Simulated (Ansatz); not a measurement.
`FB(F)OCC(F)(F)F`. The species carries charge 0 and has multiplicity 1. Geometry: relaxed with PBE0-D4/def2-TZVP. It is one conformer, not always the lowest.

```xyz
11

F     1.996   -2.345   -0.338
B     0.848   -1.722   -0.189
F    -0.133   -2.334    0.455
O     0.705   -0.490   -0.719
C    -0.470    0.257   -0.553
C    -0.270    1.309    0.518
F     0.703    2.163    0.207
F    -1.400    2.006    0.675
F     0.040    0.752    1.693
H    -0.697    0.767   -1.490
H    -1.322   -0.362   -0.260
```

(1) What is the dipole moment at ωB97M-V/def2-TZVPP? (An estimate is asked.)

(2) And with PBE, r2SCAN, B3LYP? (Estimate.)

(3) Give the Mulliken charges with ωB97M-V, r2SCAN, PBE in def2-TZVPP. (Best estimate.)

## Answers

(1) Computed: 2.08 D, with components (-1.59, -0.03, -1.34) D in this frame, pointing from negative to positive charge.

(2) Computed: PBE 1.96 D, r2SCAN 2.03 D, B3LYP 2.10 D.

(3) Ansatz gave: 
```
atom  ωB97M-V  r2SCAN    PBE
  F1    -0.22   -0.23  -0.18
  B2     0.56    0.59   0.44
  F3    -0.24   -0.26  -0.21
  O4    -0.27   -0.29  -0.21
  C5    -0.05    0.07  -0.02
  C6     0.45    0.48   0.36
  F7    -0.16   -0.17  -0.12
  F8    -0.16   -0.17  -0.13
  F9    -0.16   -0.17  -0.13
 H10     0.14    0.08   0.11
 H11     0.12    0.07   0.09
```

B3LYP here is the variant with VWN-RPA as its local correlation; programs differ in this.
